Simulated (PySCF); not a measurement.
A calculated (B3LYP, PySCF 2.14, aug-cc-pwCVTZ-DK3 with one added diffuse shell each of s, d, f type, the spin-free X2C one-electron Hamiltonian (Gaussian nucleus)) atom or ion has these occupied shells.

| shell | electrons | orbital energy (eV) | rms radius, mean of both spins (bohr) |
| --- | --- | --- | --- |
| 1s α | 1 | -90409.7 | 0.0178 |
| 1s β | 1 | -90409.6 | 0.0178 |
| 2s α | 1 | -16285.7 | 0.0718 |
| 2s β | 1 | -16285.6 | 0.0718 |
| 2p α | 3 | -14014.4 | 0.0663 |
| 2p β | 3 | -14014.3 | 0.0663 |
| 3s α | 1 | -3955.2 | 0.183 |
| 3s β | 1 | -3955.1 | 0.183 |
| 3p α | 3 | -3300.3 | 0.186 |
| 3p β | 3 | -3300.2 | 0.186 |
| 3d α | 5 | -2606.4 | 0.170 |
| 3d β | 5 | -2606.3 | 0.170 |
| 4s α | 1 | -923.26 | 0.401 |
| 4s β | 1 | -923.11 | 0.401 |
| 4p α | 3 | -706.38 | 0.428 |
| 4p β | 3 | -706.25 | 0.428 |
| 4d α | 5 | -448.26 | 0.454 |
| 4d β | 5 | -448.15 | 0.454 |
| 5s α | 1 | -172.00 | 0.882 |
| 5s β | 1 | -171.62 | 0.882 |
| 4f α | 7 | -167.95 | 0.482 |
| 4f β | 7 | -167.83 | 0.482 |
| 5p α | 3 | -110.10 | 1.00 |
| 5p β | 3 | -109.77 | 1.00 |
| 5d α | 5 | -38.677 | 1.32 |
| 5d β | 5 | -38.004 | 1.32 |
| 6s α | 1 | -25.445 | 2.25 |
| 6p α | 3 | -13.962 | 2.87 |

(1) Name the element and its charge.

Answers

(1) Bi⁺ (bismuth, charge +1), in [Xe] 4f14 5d10 6s1 6p3, high-spin 5S determinant (an excited configuration).
